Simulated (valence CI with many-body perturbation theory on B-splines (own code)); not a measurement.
# Pb61+: calculated level list

Method: configuration interaction combined with many-body perturbation theory (CI+MBPT): three valence electrons over a frozen Dirac-Fock core [Ar], radial functions for each j: 7 s, 7 p, 8 d, 6 f, 4 g, 1 h, with the one-electron correlation potential Σ1 (screened to all orders), the two-electron term Σ2, the three-electron term Σ3, Breit, model QED; selected single and double excitations, second order for the rest, scaled by the run's own slope (own B-spline code, finite nucleus).

The last digits are not significant, and no measured levels were compared; by estimate large intervals hold to a few tenths of a per cent, small ones and those within an open d or f shell to about a per cent. Excitations out of the core, of the other parity, are not computed and may begin above about 266 eV (a cautious bound); beyond it only levels of the ground parity were kept, without lifetimes. Only levels of the ground parity were solved; by the run's estimate the other parity begins above the list, which can be wrong where configurations are misplaced.

Levels 1 to 19 of 19, with energies above the lowest level, (3d3/2^3) J=3/2. "Leading %" is the weight of the configuration and term that name the level; weights of strongly mixed levels are sums over their largest components and can fall short. In the jj column 3d3/2^4 stands for four electrons in 3d with j = 3/2.

| No. | Configuration | Term | J | E (× 10³ cm⁻¹) | Leading % | Leading jj | g | Second component |
| --- | --- | --- | --- | --- | --- | --- | --- | --- |
| 1 | 3d³ | ²D | 3/2 | 0.00 | 42 | 3d3/2^3 (99 %) | 0.738 | 41 % 3d³ ⁴F |
| 2 | 3d³ | ⁴F | 5/2 | 891.86 | 80 | 3d3/2^2 3d5/2 (100 %) | 1.052 | 18 % 3d³ ²D |
| 3 | 3d³ | ⁴P | 3/2 | 947.86 | 38 | 3d3/2^2 3d5/2 (100 %) | 1.151 | 34 % 3d³ ⁴F |
| 4 | 3d³ | ²H | 9/2 | 978.41 | 48 | 3d3/2^2 3d5/2 (100 %) | 1.021 | 41 % 3d³ ²G |
| 5 | 3d³ | ²G | 7/2 | 984.84 | 50 | 3d3/2^2 3d5/2 (99 %) | 1.026 | 28 % 3d³ ⁴F |
| 6 | 3d³ | ⁴P | 1/2 | 997.77 | 56 | 3d3/2^2 3d5/2 (100 %) | 1.777 | 44 % 3d³ ²P |
| 7 | 3d³ | ²D | 5/2 | 1222.3 | 49 | 3d3/2^2 3d5/2 (98 %) | 1.207 | 26 % 3d³ ⁴P |
| 8 | 3d³ | ⁴F | 7/2 | 1860.7 | 70 | 3d3/2 3d5/2^2 (99 %) | 1.124 | 28 % 3d³ ²G |
| 9 | 3d³ | ⁴F | 9/2 | 1904.0 | 49 | 3d3/2 3d5/2^2 (99 %) | 1.123 | 40 % 3d³ ²H |
| 10 | 3d³ | ⁴P | 3/2 | 1954.7 | 40 | 3d3/2 3d5/2^2 (100 %) | 1.091 | 37 % 3d³ ²D |
| 11 | 3d³ | ²P | 1/2 | 1982.0 | 56 | 3d3/2 3d5/2^2 (100 %) | 1.532 | 44 % 3d³ ⁴P |
| 12 | 3d³ | ²H | 11/2 | 1988.0 | 100 | 3d3/2 3d5/2^2 (100 %) | 1.076 |  |
| 13 | 3d³ | ⁴P | 5/2 | 1990.7 | 43 | 3d3/2 3d5/2^2 (98 %) | 1.310 | 37 % 3d³ ²D |
| 14 | 3d³ | ²F | 7/2 | 2076.6 | 76 | 3d3/2 3d5/2^2 (99 %) | 1.075 | 22 % 3d³ ²G |
| 15 | 3d³ | ²F | 5/2 | 2080.6 | 46 | 3d3/2 3d5/2^2 (99 %) | 1.078 | 38 % 3d³ ²D |
| 16 | 3d³ | ²D | 3/2 | 2273.3 | 83 | 3d3/2 3d5/2^2 (99 %) | 0.857 | 13 % 3d³ ²P |
| 17 | 3d³ | ²G | 9/2 | 2875.6 | 48 | 3d5/2^3 (99 %) | 1.164 | 41 % 3d³ ⁴F |
| 18 | 3d³ | ²P | 3/2 | 3004.8 | 44 | 3d5/2^3 (99 %) | 1.153 | 38 % 3d³ ²D |
| 19 | 3d³ | ²D | 5/2 | 3097.3 | 58 | 3d5/2^3 (99 %) | 1.165 | 22 % 3d³ ²F |

The ionisation energy to 3d² ³F2 of the next ion comes out as 6597.9 eV (NIST: 6597 ± 12 eV (theoretical)). All 19 levels together are meant to be complete up to 2149.1 × 10³ cm⁻¹.
